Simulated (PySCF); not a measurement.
Compound: C₃H₁₃NOSi₃.
Structure used (PBE0-D3(BJ)/def2-SVP), in Å, numbered top down from 1:
```xyz
21
C3H13NOSi3 angstrom
C     -2.717    0.964   -0.638
N     -1.614    0.262   -0.025
C     -1.917   -0.965    0.658
C     -0.359    0.779   -0.123
O     -0.113    1.817   -0.723
Si     1.197   -0.109    0.628
Si     2.801    1.585    0.467
Si     1.708   -1.970   -0.705
H     -3.209    0.333   -1.397
H     -2.321    1.867   -1.118
H     -3.468    1.248    0.117
H     -2.649   -0.798    1.467
H     -2.338   -1.716   -0.033
H     -1.010   -1.389    1.109
H      1.010   -0.580    2.041
H      2.321    2.812    1.168
H      4.072    1.130    1.118
H      3.088    1.882   -0.967
H      0.630   -3.003   -0.604
H      3.002   -2.589   -0.281
H      1.821   -1.538   -2.131
```

Method: PBE0-D3(BJ)/def2-SVP geometry optimisation, gas phase in PySCF 2.14.0.

Take the most abundant isotopes and a rigid rotor. The values belong to one conformer with, in the numbering `[CH3:1][N:2]([CH3:3])[C:4](=[O:5])[SiH:6]([SiH3:7])[SiH3:8]`, N2–C4–Si6–Si7 -168°.

Problem. What are A, B and C (MHz)?

Solution. Ia = 366.94, Ib = 630.45, Ic = 869.02 u·Å²; 505379 MHz·u·Å²/I gives A = 1377, B = 801.6, C = 581.6 MHz.

Problem. Classify the top.

Solution. An asymmetric top. Ray's parameter κ = (2B − A − C)/(A − C) = -0.447; −1 is the prolate and +1 the oblate limit.

Problem. Is it planar, by Δ = Ic − Ia − Ib?

Solution. Not planar: Δ = Ic − Ia − Ib = -128.37 u·Å². For a rigid frame Δ = −2 Σ m c², so Σ m c² = 64.18 u·Å² lies off the ab plane: 19.29 from hydrogen and 44.90 from heavier atoms. The atom farthest from that plane is 2.07 Å away.

Problem. List the rotational levels J(Ka,Kc) to J = 5 (MHz).

Solution. Above 0(0,0):
J = 1: 1(0,1) 1383, 1(1,1) 1959, 1(1,0) 2179
J = 2: 2(0,2) 4098, 2(1,2) 4505, 2(1,1) 5165, 2(2,1) 6892, 2(2,0) 6944
J = 3: 3(0,3) 8056, 3(1,3) 8295, 3(1,2) 9608, 3(2,2) 11042, 3(2,1) 11285, 3(3,1) 14500, 3(3,0) 14508
J = 4: 4(0,4) 13183, 4(1,4) 13303, 4(1,3) 15450, 4(2,3) 16533, 4(2,2) 17181, 4(3,2) 20117, 4(3,1) 20170, 4(4,1) 24844, 4(4,0) 24845
J = 5: 5(0,5) 19454, 5(1,5) 19507, 5(1,4) 22608, 5(2,4) 23334, 5(2,3) 24619, 5(3,3) 27144, 5(3,2) 27345, 5(4,2) 31875, 5(4,1) 31883, 5(5,1) 37940, 5(5,0) 37940
Those of J = 1 are B + C, A + C and A + B.

Problem. Which types of transition are allowed, and where do some lines up to J = 4 fall?

Solution. The dipole components are |μa| = 2.40 D, |μb| = 2.18 D, |μc| = 1.47 D. The squared components, which scale the intensities, stand as 1.00 : 0.83 : 0.37 (a : b : c). Some lines, for components of 0.1 D or more:

```
type  branch         J(Ka,Kc)    MHz  lower level (cm⁻¹)
   c       Q  2(1,2) ← 2(0,2)    408               0.137
   b       Q  2(1,1) ← 2(0,2)   1068               0.137
   c       Q  2(2,1) ← 2(1,1)   1727               0.172
   b       Q  4(1,3) ← 4(0,4)   2267               0.440
   a       R  2(1,2) ← 1(1,1)   2546               0.065
   b       Q  3(2,2) ← 3(1,3)   2747               0.277
   b       Q  4(3,1) ← 4(2,2)   2990               0.573
   b       R  2(1,2) ← 1(0,1)   3122               0.046
   b       Q  4(2,3) ← 4(1,4)   3230               0.444
   a       R  3(0,3) ← 2(0,2)   3958               0.137
   c       Q  4(4,1) ← 4(3,1)   4673               0.673
   b       Q  4(4,1) ← 4(3,2)   4727               0.671
   a       R  4(3,1) ← 3(3,0)   5663               0.484
   c       R  3(2,1) ← 2(1,1)   6120               0.172
   b       R  3(2,1) ← 2(1,2)   6780               0.150
   b       R  3(3,1) ← 2(2,0)   7555               0.232
   c       R  3(3,0) ← 2(2,0)   7563               0.232
   b       R  3(3,0) ← 2(2,1)   7615               0.230
   b       R  4(4,1) ← 3(3,0)  10336               0.484
   c       R  4(4,1) ← 3(3,1)  10344               0.484
```

Problem. Estimate the classical rotational partition function at 200 K, 298.15 K and 500 K.

Solution. Point group C1, symmetry number σ = 1; q = (√π/σ)·√((kT/h)³/(ABC)), k/h = 20836.6 MHz/K: 595000 at 200 K, 1080000 at 298.15 K, 2350000 at 500 K.

Stationary, but not proved a minimum. Constants of a rigid frame at the computed geometry: no zero-point averaging, no centrifugal distortion. A rigid rotor knows nothing of internal rotation, which can split or shift real lines. Quadrupole hyperfine structure (14N) is left out.
